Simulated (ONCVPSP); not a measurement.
## Bi: one change to an ONCV potential, before and after

- Element: Bi
- Generator: ONCVPSP 4.0.1
- Type: optimised norm-conserving Vanderbilt (ONCV)
- Functional: revPBE
- Relativity: scalar-relativistic
- Frozen core: [Xe] 4f14
- Valence charge: 15
- Reference configuration: 5d10 6s2 6p3
- Partial waves: 6s: rc 1.90 bohr, ncon 4, nbas 8, qcut 2.7 1/bohr, 2 projectors, debl 1.5 Ha; 6p: rc 2.25 bohr, ncon 4, nbas 7, qcut 3.3 1/bohr, 2 projectors, debl 3.1 Ha; 5d: rc 1.10 bohr, ncon 3, nbas 7, qcut 8.2 1/bohr, 3 projectors, debl 2.4 Ha
- Local potential: polynomial inside 0.70 bohr (lpopt 2, dvloc0 0 Ha)
- Core correction: Teter function, fcfact 2.75, rcfact 1.6

Change: d: rc 0.84.

Cutoffs: the cutoffs (Ha) at which the residual kinetic energy of the hardest occupied pseudo-wave falls to 1 and 0.1 mHa per electron; they do not see the model core or the augmentation charge, which bear on the density cutoff. Errors are all-electron minus pseudo energies relative to the spin-unpolarised reference configuration.

What does the change do?

The bound ghosts move from p, s to d, p, s; the errors of the 4 common tests hardly move.

| quantity | base | changed |
| --- | --- | --- |
| cutoffs, loose and tight | 38 Ha, 71 Ha | not determined |
| bound ghosts | s, p | s, p, d |
| GHOST(+) flags under 300 eV | s at 61.3 eV | s at 61.3 eV |
| error for 5d10 6s2 6p2, meV [ΔE 7.84 eV] | -4.4 | -4.4 |
| error for 5d10 6s2 6p1, meV [ΔE 22.99 eV] | -18 | -18 |
| error for 5d10 6s2 6p0, meV [ΔE 46.20 eV] | -55 | -55 |
| error for 5d9 6s2 6p3, meV [ΔE 33.29 eV] | -149 | -161 |
| s: phases at 1.93 bohr within 0.05 rad from the reference energy up to (Ha; the scan ends near 5) | 2.2 | 2.2 |
| p: phases at 2.28 bohr within 0.05 rad from the reference energy up to (Ha; the scan ends near 5) | 3.8 | 3.8 |
| rms error of d²Exc/dni dnj with the model core, mHa | 0.34 | 0.34 |

 A true bound ghost makes a file unfit for plane-wave use even where its test errors are small: the radial tests pick states by their node count and pass the ghost by.
